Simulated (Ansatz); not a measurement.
Born–Oppenheimer molecular dynamics of CH4BFMg (8 atoms, charge 0, multiplicity 1). It starts at the highest image of a converged band. Of that band: Neighbouring images differ by up to 2.5 eV, so the band resolves the path poorly. A vibrational analysis at the climbing image gives one clearly imaginary mode, 893i cm⁻¹: a first-order saddle point.

Theory: RKS B3LYP/def2-SVP in Ansatz 0.2.0.

```
ensemble                      : NVE (velocity Verlet)
time step                     : 0.5 fs
steps asked                   : 157
starting velocities drawn for : 300 K
seed                          : 6123
```

Frames 5 fs apart, positions in Å, forces in eV/Å.

Velocities at 10.0 fs (Å/ps):

```
C 0.53 -3.29 -1.34
B 5.71 3.30 2.42
F -1.13 -0.57 -0.60
Mg -1.74 1.79 0.00
H 0.29 15.37 8.30
H -16.89 -1.20 -2.97
H 5.15 -5.37 -7.02
H 7.17 -37.28 3.09
```

```xyz
8
Properties=species:S:1:pos:R:3:forces:R:3 time_fs=10.0 energy_less_start_eV=0.075 T=204
C -0.041 0.841 -0.488 0.50 -1.01 -0.64
B 0.587 -0.306 0.424 0.12 1.04 0.76
F 0.902 -0.041 1.707 0.07 -0.20 -0.51
Mg 0.197 -2.389 -0.119 -0.48 0.21 0.44
H -0.496 0.329 -1.357 -0.19 0.43 0.04
H -0.709 1.600 -0.073 -0.22 -0.03 0.38
H 0.843 1.361 -0.897 0.11 0.12 -0.06
H -1.238 -1.662 0.861 0.09 -0.56 -0.40
8
Properties=species:S:1:pos:R:3:forces:R:3 time_fs=15.0 energy_less_start_eV=-0.111 T=444
C -0.034 0.823 -0.495 -0.13 0.28 -0.06
B 0.617 -0.280 0.439 0.15 0.21 -0.84
F 0.897 -0.044 1.702 0.19 0.27 0.55
Mg 0.187 -2.379 -0.117 -0.05 0.16 0.28
H -0.541 0.402 -1.370 -0.04 -0.25 -0.15
H -0.761 1.558 -0.064 0.62 -0.23 0.14
H 0.856 1.345 -0.922 -0.26 0.13 0.19
H -1.212 -1.917 0.838 -0.49 -0.57 -0.11
8
Properties=species:S:1:pos:R:3:forces:R:3 time_fs=20.0 energy_less_start_eV=-0.406 T=824
C -0.029 0.807 -0.505 -0.26 -0.04 -0.39
B 0.650 -0.250 0.437 0.05 -0.78 -1.50
F 0.894 -0.044 1.704 0.21 0.66 0.90
Mg 0.175 -2.367 -0.112 0.04 0.13 0.31
H -0.585 0.430 -1.399 0.43 -0.16 0.50
H -0.711 1.492 -0.004 -0.11 0.52 0.36
H 0.828 1.368 -0.915 0.11 0.30 -0.06
H -1.291 -2.310 0.782 -0.46 -0.62 -0.12
8
Properties=species:S:1:pos:R:3:forces:R:3 time_fs=25.0 energy_less_start_eV=-0.694 T=1196
C -0.026 0.797 -0.516 0.56 1.87 1.34
B 0.684 -0.236 0.406 -0.12 -1.05 -0.09
F 0.894 -0.036 1.716 0.12 0.59 -0.38
Mg 0.164 -2.355 -0.104 -0.84 -0.38 0.73
H -0.569 0.407 -1.365 -0.33 -0.26 -0.41
H -0.651 1.500 0.105 0.15 -0.39 -0.55
H 0.802 1.442 -0.912 -0.23 -0.20 -0.05
H -1.453 -2.841 0.685 0.70 -0.18 -0.60
8
Properties=species:S:1:pos:R:3:forces:R:3 time_fs=30.0 energy_less_start_eV=-0.731 T=1243
C -0.014 0.814 -0.509 0.50 -0.04 -0.39
B 0.716 -0.244 0.373 -0.38 -0.58 1.24
F 0.895 -0.021 1.723 0.13 0.30 -1.44
Mg 0.144 -2.347 -0.089 -1.20 -1.23 0.65
H -0.587 0.352 -1.362 0.30 0.56 0.68
H -0.595 1.465 0.133 -0.81 0.36 0.21
H 0.745 1.490 -0.932 0.22 0.06 -0.35
H -1.463 -3.410 0.455 1.24 0.58 -0.59
8
Properties=species:S:1:pos:R:3:forces:R:3 time_fs=35.0 energy_less_start_eV=-0.933 T=1504
C 0.008 0.840 -0.501 0.63 1.11 1.06
B 0.738 -0.264 0.364 -0.86 0.29 1.33
F 0.899 -0.002 1.713 0.29 0.06 -1.36
Mg 0.113 -2.350 -0.068 -0.90 -1.78 0.20
H -0.582 0.380 -1.274 -0.52 -0.28 -0.72
H -0.664 1.463 0.157 0.45 -0.31 -0.44
H 0.715 1.536 -1.014 -0.15 -0.15 0.17
H -1.190 -3.847 0.090 1.05 1.07 -0.24
8
Properties=species:S:1:pos:R:3:forces:R:3 time_fs=40.0 energy_less_start_eV=-1.163 T=1800
C 0.040 0.879 -0.482 -0.40 -1.19 -1.18
B 0.742 -0.279 0.384 -1.35 0.59 0.22
F 0.906 0.018 1.687 0.54 0.16 -0.10
Mg 0.074 -2.371 -0.044 -0.09 -1.55 -0.31
H -0.629 0.392 -1.269 0.73 0.31 0.54
H -0.674 1.434 0.125 -0.01 0.58 0.53
H 0.670 1.561 -1.071 0.21 0.20 0.17
H -0.677 -4.041 -0.332 0.37 0.91 0.14
8
Properties=species:S:1:pos:R:3:forces:R:3 time_fs=45.0 energy_less_start_eV=-1.164 T=1801
C 0.066 0.903 -0.477 0.14 0.36 0.50
B 0.715 -0.281 0.407 -1.70 0.46 -1.00
F 0.920 0.040 1.660 0.87 0.40 1.38
Mg 0.033 -2.407 -0.024 0.62 -0.88 -0.57
H -0.572 0.439 -1.207 -0.59 -0.48 -0.85
H -0.644 1.493 0.168 0.61 -0.15 -0.13
H 0.664 1.617 -1.078 0.24 -0.08 0.38
H -0.073 -4.028 -0.726 -0.20 0.37 0.28
8
Properties=species:S:1:pos:R:3:forces:R:3 time_fs=50.0 energy_less_start_eV=-1.020 T=1615
C 0.091 0.927 -0.471 -0.38 -0.70 -1.11
B 0.652 -0.274 0.413 -1.43 0.23 -0.39
F 0.945 0.068 1.648 0.85 0.23 1.11
Mg -0.001 -2.452 -0.009 1.09 -0.76 -0.96
H -0.575 0.440 -1.252 0.38 0.76 0.54
H -0.513 1.544 0.210 -0.31 0.01 0.12
H 0.719 1.658 -1.010 0.36 -0.27 0.06
H 0.488 -3.908 -1.046 -0.57 0.49 0.62
8
Properties=species:S:1:pos:R:3:forces:R:3 time_fs=55.0 energy_less_start_eV=-0.866 T=1417
C 0.111 0.943 -0.480 0.49 0.58 0.57
B 0.558 -0.261 0.411 -0.66 0.05 1.30
F 0.980 0.097 1.649 0.32 -0.28 -0.42
Mg -0.025 -2.504 -0.004 1.47 -0.31 -1.14
H -0.546 0.569 -1.244 -0.64 0.13 -0.78
H -0.425 1.584 0.260 -0.22 -0.18 -0.35
H 0.855 1.636 -0.919 0.15 -0.36 -0.02
H 0.914 -3.677 -1.221 -0.90 0.36 0.83
8
Properties=species:S:1:pos:R:3:forces:R:3 time_fs=60.0 energy_less_start_eV=-0.843 T=1388
C 0.136 0.965 -0.486 -0.73 0.13 -0.69
B 0.448 -0.248 0.436 -0.09 -0.24 1.82
F 1.018 0.123 1.646 -0.33 -0.56 -1.31
Mg -0.034 -2.559 -0.010 1.38 0.55 -0.80
H -0.588 0.765 -1.332 0.84 0.15 0.56
H -0.395 1.603 0.249 -0.03 0.29 -0.17
H 1.023 1.536 -0.833 -0.21 -0.16 0.03
H 1.132 -3.368 -1.207 -0.82 -0.15 0.56
8
Properties=species:S:1:pos:R:3:forces:R:3 time_fs=65.0 energy_less_start_eV=-0.726 T=1236
C 0.151 0.990 -0.498 0.01 -0.11 1.11
B 0.336 -0.238 0.499 0.21 0.10 0.90
F 1.053 0.143 1.627 -0.78 -0.64 -1.27
Mg -0.031 -2.608 -0.023 0.40 1.49 0.25
H -0.503 0.971 -1.363 -0.03 -0.54 -0.59
H -0.368 1.683 0.197 0.30 0.35 -0.02
H 1.150 1.401 -0.741 -0.21 0.17 -0.02
H 1.171 -3.099 -1.074 0.10 -0.82 -0.38
```

Of the whole run (78 fs, mean temperature of the second half 1346 K): The conserved energy stayed within 0.11 meV per atom of its start (net change 0.077 meV per atom), so the integration is sound. The system heated up, since it started high on the potential surface and ran downhill. A run of 0.079 ps of so small a system gives no equilibrium averages. The orbitals stay closed-shell, which can raise the energy where a bond breaks towards radicals; this wasn't checked here.

Run time: 17 min on 1 thread of Intel(R) Xeon(R) Processor @ 2.50GHz (Skylake/Cascade Lake), on a shared host, peak memory 0.16 GiB.
